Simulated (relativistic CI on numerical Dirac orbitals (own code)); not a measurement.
Forbidden lines of Yb LXX

These numbers are calculated, not measured: Dirac equation for one electron, model QED (radiative potential, 1s self-energy scaled to tabulated hydrogen-like ionisation energies) (own radial code, finite nucleus).

Configurations in the expansion: 1s, 2s, 2p, 3s, 3p, 3d, 4s, 4p, 4d, 4f, 5s, 5p, 5d, 5f, 5g, 6s, 6p, 6d. Levels of other configurations are missing.

| λ vac (Å) | Lower | Upper | Type | A (s⁻¹) | gf | Branching (%) |
| --- | --- | --- | --- | --- | --- | --- |
| 0.1779 | 1s 2S_1/2 [1] | 6d 2D_5/2 [30] | E2 | 1.08e+13 | 3.08e-04 | 5.1 |
| 0.1779 | 1s 2S_1/2 [1] | 6d 2D_3/2 [28] | E2 | 1.22e+13 | 2.31e-04 | 5.1 |
| 0.1800 | 1s 2S_1/2 [1] | 5d 2D_5/2 [22] | E2 | 1.77e+13 | 5.17e-04 | 4.9 |
| 0.1801 | 1s 2S_1/2 [1] | 5d 2D_3/2 [19] | E2 | 2.01e+13 | 3.90e-04 | 4.9 |
| 0.1840 | 1s 2S_1/2 [1] | 4d 2D_5/2 [15] | E2 | 3.13e+13 | 9.54e-04 | 4.5 |
| 0.1842 | 1s 2S_1/2 [1] | 4d 2D_3/2 [12] | E2 | 3.56e+13 | 7.25e-04 | 4.6 |
| 0.1934 | 1s 2S_1/2 [1] | 3d 2D_5/2 [9] | E2 | 5.51e+13 | 1.85e-03 | 3.4 |
| 0.1937 | 1s 2S_1/2 [1] | 3d 2D_3/2 [7] | E2 | 6.36e+13 | 1.43e-03 | 3.6 |
| 0.2324 | 1s 2S_1/2 [1] | 2s 2S_1/2 [3] | M1 | 9.53e+12 | 1.54e-04 | n/a |
| 0.7970 | 2p 2P°_1/2 [2] | 5f 2F°_5/2 [21] | E2 | 3.80e+12 | 2.17e-03 | 2.1 |
| 0.8692 | 2p 2P°_3/2 [4] | 5f 2F°_7/2 [24] | E2 | 4.60e+12 | 4.17e-03 | 2.6 |
| 0.9716 | 2p 2P°_3/2 [4] | 4f 2F°_7/2 [16] | E2 | 6.84e+12 | 7.75e-03 | 2.0 |

Terms are leading LS components. Brackets give the number of a level in order of energy, since labels repeat. The list gives strong lines, with weight on those to low levels. Levels whose partners in the same complex of configurations lie outside the list can be far off, and so can their lines. Rates are taken at the computed energies, electric ones in the length gauge.
